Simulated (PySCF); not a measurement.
Stepwise substitution at one centre (In CH3-H). Gas-phase values, no solvent. Strings in code marks are SMILES.

The HOMO–LUMO gap from two functionals at the same geometries (M06-2X/def2-TZVP), both in PySCF: PBE-D3(BJ)/def2-TZVP and B3LYP-D3(BJ)/def2-TZVP. B3LYP has the VWN-RPA correlation part, as in Gaussian. 

```json
[
 {"species": "0 of 3 CH3 replaced by H", "B3LYP-D3(BJ)/def2-TZVP (eV)": "5.60"},
 {"species": "1 of 3 CH3 replaced by H (`[CH3][InH][CH3]`)", "B3LYP-D3(BJ)/def2-TZVP (eV)": "5.45"},
 {"species": "2 of 3 CH3 replaced by H", "B3LYP-D3(BJ)/def2-TZVP (eV)": "5.48"},
 {"species": "3 of 3 CH3 replaced by H (`[InH3]`)", "B3LYP-D3(BJ)/def2-TZVP (eV)": "5.78"}
]
```

Question: What does PBE-D3(BJ)/def2-TZVP give for each?

Answer: 
- 0 of 3 CH3 replaced by H: 4.25
- 1 of 3 CH3 replaced by H (`[CH3][InH][CH3]`): 4.10
- 2 of 3 CH3 replaced by H: 4.11
- 3 of 3 CH3 replaced by H (`[InH3]`): 4.34
Over these rows, drawn at random from the members with no instability flagged (it was tested for open shells, ions and some series alone), PBE minus B3LYP-D3(BJ): mean -1.38 eV, from -1.45 eV to -1.35 eV.
